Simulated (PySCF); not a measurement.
Spectroscopic constants of AsN, closed-shell singlet (the spin of the measured ground state). No spin–orbit coupling. As is treated without relativity.

Seven points along R, fitted to fifth degree in 1/R; most abundant isotopes. In def2 and cc sets the state is the lowest found near the PBE0 minimum, followed along R. The singlet is held restricted.

Rows in LANL2DZ carry no dispersion term and start afresh at each structure. LANL2DZ brings its own core potentials from Na on.

The values were computed with PySCF for LANL2DZ rows. 

Energies at BP86/LANL2DZ:

```tsv
R (Å)	E (hartree)
1.491128	-60.79634892
1.531213	-60.81258137
1.568090	-60.82304425
1.609777	-60.83059554
1.651465	-60.83440168
1.699566	-60.83503632
1.755684	-60.83178931
```

### Question
With a reduced mass of 11.7980 u, find the minimum, the force constant and the constants.

### Answer
A fifth-degree polynomial in 1/R puts the minimum at r_e = 1.6837 Å with force constant 650 N/m. Then ω_e = (1/2πc)√(k/μ) = 967 cm⁻¹ and B_e = h/(8π²cμr_e²) = 0.5040 cm⁻¹; the cubic and quartic terms give α_e = 0.0029 and ω_e x_e = 3.7 cm⁻¹.
